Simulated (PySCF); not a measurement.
Fluorine: a sound run and one with changed settings

Sound run: F⁺ [He] 2s2 2p4, F²⁺ [He] 2s2 2p3. Computed with PySCF 2.14 in aug-cc-pVDZ, with the non-relativistic Hamiltonian (point nucleus). In the sound run the correlated levels freeze 1s2. The sound run starts from symmetry-adapted Hartree-Fock orbitals and uses a fine grid where one is needed.

Changed run: all electrons correlated in a basis built for the valence shell.

```csv
species,method,sound run (hartree),changed run (hartree),converged
F⁺,MP2,-98.90483,-98.90672,yes
F⁺,CCSD(T),-98.92111,-98.92286,yes
F²⁺,MP2,-97.64639,-97.64812,yes
F²⁺,CCSD(T),-97.66139,-97.66300,yes
```

Ionisation energy of F⁺:

```csv
method,sound run (eV),changed run (eV)
UHF,33.353,33.353
MP2,34.244,34.248
SCS-MP2,34.249,34.249
CCSD,34.259,34.263
CCSD(T),34.279,34.282
```

A valence basis has no tight correlating functions, so it recovers only part of the core correlation, and not evenly between atom and ion.

For comparison, NIST gives 34.971 eV between the lowest levels.
